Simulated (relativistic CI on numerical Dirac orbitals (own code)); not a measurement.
**Line list: Forbidden lines, Tm34+**

Computed by Dirac-Coulomb-Breit CI, KLI orbitals optimised for each configuration, model QED, unscaled Slater integrals (own radial code, finite nucleus).

Configurations in the expansion (outside the closed core [Ar] 3d10): 4s2.4p5, 4s.4p6, 4s2.4p4.4d, 4s.4p5.4d, 4s2.4p4.4f, 4s.4p5.4f, 4p6.4d, 4s.4p4.4d2, 4s2.4p3.4d.4f, 4p6.4f, 4p5.4d.4f, 4s2.4p4.5s, 4s.4p4.4f2, 4p6.5s, 4s2.4p4.5p, 4s.4p4.4d.5s, 4s2.4p3.4f.5s, 4s.4p5.5s, 4s2.4p4.5d, 4s.4p5.5p, 4s2.4p4.5f, 4s2.4p4.5g, 4s.4p5.5d, 4p5.4f.5s, 4s2.4p4.6s, 4s.4p5.5f, 4s2.4p4.6p, 4s2.4p3.4d2, 4s2.4p2.4d3, 4s.4p3.4d3, 4s2.4p2.4d2.4f, 4s.4p3.4d2.4f, 4s2.4p2.4d2.5s, 4p5.4d2, 4p4.4d3, 4p4.4d2.4f, 4p4.4d2.5s, 4p5.4d.5s, 4p4.4d.4f.5s, 4p4.4d.5s2, 4s2.4p3.5s2, 4s2.4p2.4d.5s2, 4s.4p3.4d.5s2, 4s2.4p2.4f.5s2, 4s.4p3.4f.5s2. Double excitations out of closed p, d and f shells are left out; levels of such configurations are missing from the list, as are those of other unlisted configurations, and high levels can miss mixing partners. These lack a partner that the ground configuration has and come out too high: 4s2.4p4.5p, 4s.4p5.5s, 4s2.4p4.5d, 4s.4p5.5p, 4s2.4p4.5f.

| λ vac (Å) | Lower | Upper | Type | A (s⁻¹) | log gf |
| --- | --- | --- | --- | --- | --- |
| 169.94 | 4s2.4p4.4d 4D_5/2 [5] | 4s2.4p4.4d 4D_7/2 [19] | M1 | 5.26e+04 | -5.74 |
| 170.12 | 4s2.4p4.4d 2F_7/2 [9] | 4s2.4p4.4d 2F_7/2 [27] | M1 | 2.88e+05 | -5.00 |
| 172.96 | 4s2.4p4.4d 4F_9/2 [10] | 4s2.4p4.4d 2F_7/2 [27] | M1 | 8.78e+05 | -4.50 |
| 186.67 | 4s2.4p4.4d 2F_7/2 [9] | 4s2.4p4.4d 2G_9/2 [22] | M1 | 2.23e+05 | -4.93 |
| 187.81 | 4s2.4p4.4d 4D_5/2 [5] | 4s2.4p4.4d 2G_7/2 [18] | M1 | 1.52e+05 | -5.19 |
| 190.10 | 4s2.4p4.4d 4F_9/2 [10] | 4s2.4p4.4d 2G_9/2 [22] | E2 | 3.04e+04 | -5.78 |
| 190.10 | 4s2.4p4.4d 4F_9/2 [10] | 4s2.4p4.4d 2G_9/2 [22] | M1 | 9.80e+05 | -4.27 |
| 195.86 | 4s2.4p4.4d 4F_7/2 [6] | 4s2.4p4.4d 2G_7/2 [18] | E2 | 2.91e+04 | -5.87 |
| 195.86 | 4s2.4p4.4d 4F_7/2 [6] | 4s2.4p4.4d 2G_7/2 [18] | M1 | 9.37e+05 | -4.37 |
| 196.26 | 4s2.4p3.4d2 4G°_11/2 [44] | 4s2.4p3.4d2 4H°_13/2 [108] | M1 | 3.40e+05 | -4.56 |
| 196.35 | 4s2.4p5 2P°_3/2 [1] | 4s2.4p5 2P°_1/2 [2] | E2 | 7.41e+04 | -6.07 |
| 196.35 | 4s2.4p5 2P°_3/2 [1] | 4s2.4p5 2P°_1/2 [2] | M1 | 2.33e+06 | -4.57 |
| 204.46 | 4s2.4p4.4d 2F_7/2 [9] | 4s2.4p4.4d 4D_7/2 [19] | M1 | 6.44e+05 | -4.49 |
| 204.58 | 4s2.4p3.4d2 4G°_11/2 [59] | 4s2.4p3.4d2 2I°_13/2 [133] | M1 | 2.83e+05 | -4.60 |
| 206.02 | 4s2.4p4.4d 2D_5/2 [11] | 4s2.4p4.4d 2F_7/2 [27] | M1 | 2.08e+05 | -4.98 |
| 208.58 | 4s2.4p4.4d 4F_9/2 [10] | 4s2.4p4.4d 4D_7/2 [19] | M1 | 9.16e+05 | -4.32 |
| 229.01 | 4s2.4p4.4d 2D_5/2 [14] | 4s2.4p4.4d 2F_7/2 [27] | M1 | 7.48e+04 | -5.33 |
| 230.90 | 4s2.4p4.4d 2F_7/2 [9] | 4s2.4p4.4d 2G_7/2 [18] | M1 | 3.18e+04 | -5.69 |
| 258.62 | 4s2.4p4.4d 2D_5/2 [11] | 4s2.4p4.4d 4D_7/2 [19] | M1 | 1.54e+05 | -4.91 |
| 295.92 | 4s2.4p4.4d 2D_5/2 [14] | 4s2.4p4.4d 4D_7/2 [19] | M1 | 3.74e+05 | -4.41 |

Terms are leading LS components. Brackets give the number of a level in order of energy, since labels repeat. The list gives strong lines, with weight on those to low levels, among the lowest 400 of 9441 levels, so that lines to higher ones, which can be the strongest, are missing. Levels whose partners in the same complex of configurations lie outside the list can be far off, and so can their lines. Rates are taken at the computed energies, electric ones in the length gauge.

At this charge energies of transitions that change n are usually good to better than 1 %, and those within a shell (Δn = 0) to a few per cent.

LS names give the leading component of a level, which can be under half, so a name can repeat, a term be missing and a line seem to break the LS rules.
